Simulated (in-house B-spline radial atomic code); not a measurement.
The numbers below are computed, except where a source is named.
## the indium ion In⁺ at several levels of theory

Ground configuration [Kr] 4d10 5s2. All numbers come from an all-electron radial atomic-structure program (B-spline basis), all electrons, at the radial basis limit. Mean-field, RPA, GW and linear-response runs are scalar-relativistic (one-electron X2C), no spin-orbit coupling, without Breit or QED terms, open shells spin-polarised at highest spin; the many-body runs on Dirac-Hartree-Fock orbitals are four-component, and their energies hold both.

**Ionisation energy.** The reference is 18.870 eV (NIST, measured).

```json
{"method": "minus the highest LDA VWN5 level", "value (eV)": "15.29", "minus reference (eV)": "-3.58"}
{"method": "LDA VWN5, difference of total energies", "value (eV)": "19.40", "minus reference (eV)": "+0.53"}
{"method": "minus the highest PBE level", "value (eV)": "14.92", "minus reference (eV)": "-3.96"}
{"method": "PBE, difference of total energies", "value (eV)": "18.97", "minus reference (eV)": "+0.10"}
{"method": "G0W0 on PBE", "value (eV)": "19.17", "minus reference (eV)": "+0.30"}
{"method": "exact exchange + RPA on PBE", "value (eV)": "19.28", "minus reference (eV)": "+0.41"}
{"method": "exact exchange + RPA + SOSEX on PBE", "value (eV)": "18.73", "minus reference (eV)": "-0.14"}
{"method": "minus the highest r2SCAN level", "value (eV)": "15.11", "minus reference (eV)": "-3.76"}
{"method": "r2SCAN, difference of total energies", "value (eV)": "18.69", "minus reference (eV)": "-0.18"}
{"method": "minus the highest PBE0 level", "value (eV)": "15.73", "minus reference (eV)": "-3.14"}
{"method": "PBE0, difference of total energies", "value (eV)": "18.66", "minus reference (eV)": "-0.21"}
{"method": "G0W0 on PBE0", "value (eV)": "19.10", "minus reference (eV)": "+0.23"}
{"method": "minus the highest B3LYP (VWN-RPA) level", "value (eV)": "15.75", "minus reference (eV)": "-3.12"}
{"method": "B3LYP (VWN-RPA), difference of total energies", "value (eV)": "19.03", "minus reference (eV)": "+0.16"}
{"method": "minus the highest CAM-B3LYP level", "value (eV)": "17.16", "minus reference (eV)": "-1.71"}
{"method": "minus the highest LC-wPBE level", "value (eV)": "18.15", "minus reference (eV)": "-0.72"}
{"method": "minus the highest Hartree-Fock level", "value (eV)": "17.29", "minus reference (eV)": "-1.58"}
{"method": "Hartree-Fock, difference of total energies", "value (eV)": "17.01", "minus reference (eV)": "-1.86"}
{"method": "G0W0 on Hartree-Fock", "value (eV)": "18.89", "minus reference (eV)": "+0.02"}
{"method": "MP2, difference of total energies", "value (eV)": "19.09", "minus reference (eV)": "+0.22"}
{"method": "CI + MBPT for the two outer electrons", "value (eV)": "18.79", "minus reference (eV)": "-0.08"}
{"method": "Dirac-Fock + self-energy with TDHF screening (5s1/2)", "value (eV)": "18.37", "minus reference (eV)": "-0.50"}
```

Task: Which methods come closest, and which lies farthest off?

Result: Closest: G0W0 on Hartree-Fock (+0.02 eV) and CI + MBPT for the two outer electrons (-0.08 eV). Farthest: minus the highest PBE level (-3.96 eV). The PBE level misses by -4.0 eV while the PBE energy difference misses by +0.10 eV: the semilocal potential lacks the −1/r tail and the energy is convex in the electron number, but total energies at whole numbers are far better.

**Static dipole polarisability and C6** of two like species, by linear response (no reference value is at hand):

```
                                method  α (bohr³)  C6 (hartree·bohr⁶)
                              LDA VWN5      22.81               155.8
                                   PBE      23.79                 164
                                  PBE0      25.04               173.7
                       B3LYP (VWN-RPA)      23.99               164.8
                             CAM-B3LYP       24.5               168.7
                               LC-wPBE      26.47               185.6
                                  TDHF      29.63               211.6
relativistic RPA (four-component TDHF)       29.6               211.2
```

Task: What mean excitation energy do α and C6 imply in London's formula C6 = (3/4) α² ω?

Result: LDA VWN5: ω = 0.399 hartree; relativistic RPA (four-component TDHF): ω = 0.321 hartree. A method that puts the excitations lower gives a larger α and a smaller ω.

**Lowest terms** (eV, full linear response; a dash marks a state above the method's threshold or not assigned, «imaginary» a triplet instability of the closed-shell solution):

```csv
method,5s → 5p 3P,5s → 5p 1P,5s → 6s 3S
LDA VWN5,5.865,7.944,11.577
PBE,5.553,7.779,11.022
PBE0,5.205,7.572,11.028
B3LYP (VWN-RPA),5.516,7.732,11.222
CAM-B3LYP,5.327,7.611,11.259
LC-wPBE,4.684,7.272,11.164
TDHF,3.605,6.919,10.237
BSE on G0W0@HF,5.324,7.935,11.768
"CI + MBPT, average over J",5.461,7.774,11.609
"measured, average over J (NIST)",5.531,7.816,11.645
```

Task: Which methods give these terms best?

Result: Mean absolute differences from the measured values, for methods that give all terms: CI + MBPT, average over J 0.05 eV; BSE on G0W0@HF 0.15 eV; B3LYP (VWN-RPA) 0.17 eV; LDA VWN5 0.18 eV; PBE 0.23 eV; CAM-B3LYP 0.26 eV; PBE0 0.40 eV; LC-wPBE 0.62 eV; TDHF 1.41 eV. Triplets fall as the share of exact exchange grows, since unscreened exchange drives the closed shell towards a triplet instability.

Run times on one thread of shared hosts: mean field, RPA, SOSEX and G0W0 on PBE, for the atom and its ion, 8.2 s (Arm Neoverse V2); TDDFT with PBE, 1.2 s (AMD EPYC 9R45 96-Core Processor (Zen 5)); G0W0 and BSE, 4.1 s (AMD EPYC 9R45 96-Core Processor (Zen 5)); CI + MBPT, 150 s (Arm Neoverse V1); removal energies by the self-energy, 85 s (Arm Neoverse N1).
